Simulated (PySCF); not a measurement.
## C₆ coefficients of unlike pairs at PBE0

Calculated with PySCF 2.14 from the dipole response of each species, C₆(A,B) = (3/π) ∫ α_A(iu) α_B(iu) du, in atomic units, from isotropic polarisabilities. For ions this is the dispersion term alone; charge-induced terms of lower order in 1/R come first.

| species | configuration | basis | relativity | α (bohr³) | C₆ (like pair) |
| --- | --- | --- | --- | --- | --- |
| Mg⁺ | [Ne] 3s1 (2S) | aug-cc-pVQZ (7s6p4d3f2g) | none | 35.01 | 153.2 |
| Rh | [Kr] 4d8 5s1 (4F) | aug-cc-pVTZ-PP with ECP28MDF (6s6p5d3f2g) | core potential | 57.24 | 494.5 |
| C²⁺ | [He] 2s2 (1S) | aug-cc-pV5Z (7s6p5d4f3g2h) | none | 4.278 | 6.618 |
| Be | [He] 2s2 (1S) | aug-cc-pVQZ (6s5p4d3f2g) | none | 42.98 | 258.2 |

(1) Estimate C₆ for Be with C²⁺.

No spin-orbit coupling is included.

The other pairs:

```csv
pair,C₆
"Rh, Mg⁺",269.2
"C²⁺, Mg⁺",27.98
"Be, Mg⁺",198.6
"C²⁺, Rh",54.48
"Be, Rh",351.0
```

## Answers

(1) The integral gives 37.11. The combination rule 2 C_A C_B / (C_A α_B/α_A + C_B α_A/α_B) gives 37.07 and the geometric mean 41.34.
